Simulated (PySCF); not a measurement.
SMILES [Si](OC)(C)(OC)[O], doublet, GFN2-xTB optimised geometry.

```
16

C      1.72     1.25     0.47
O      0.95     0.19     0.00
Si    -0.68     0.19     0.00
C     -0.99    -0.57     1.87
O     -1.57     1.44     0.00
O     -0.94    -1.16    -0.87
C     -2.19    -1.55    -1.33
H      2.67     1.24    -0.07
H      1.23     2.21     0.32
H      1.92     1.12     1.54
H     -2.05    -0.77     1.93
H     -0.68     0.20     2.55
H     -0.38    -1.46     1.92
H     -2.04    -2.11    -2.26
H     -2.67    -2.21    -0.60
H     -2.83    -0.70    -1.53
```

Density from unrestricted CAM-B3LYP/def2-TZVP (PySCF) at that geometry.

Minimum of the electron density along straight lines between bonded atoms, close to the bond critical point (lines longer than 1.1 times the sum of covalent radii, or with two minima, are not listed):

```csv
bond,length / Å,ρ at the minimum / e bohr⁻³,∇²ρ there / e bohr⁻⁵,position (fraction from the first atom)
C1–O2,1.391,0.267,-0.51,0.35
O2–Si3,1.627,0.146,0.86,0.59
Si3–C4,2.045,0.083,[?],0.39
Si3–O5,1.530,[?],[?],0.42
Si3–O6,1.627,0.146,0.86,0.41
O6–C7,1.391,0.267,-0.51,0.65
C1–H8,1.092,0.286,-1.02,0.65
C1–H9,1.091,0.287,-1.03,0.65
C1–H10,1.094,0.284,-1.00,0.65
C4–H11,1.077,0.287,-1.02,0.65
C4–H12,1.077,0.287,-1.02,0.65
C4–H13,1.077,0.286,-1.02,0.65
C7–H14,1.092,0.286,-1.02,0.65
C7–H15,1.094,0.284,-1.00,0.65
C7–H16,1.091,0.287,-1.03,0.65
```

Task: What belongs in the gaps?

Result: 
- Si3–C4, ∇²ρ there / e bohr⁻⁵: 0.02
- Si3–O5, ρ at the minimum / e bohr⁻³: 0.184
- Si3–O5, ∇²ρ there / e bohr⁻⁵: 1.34
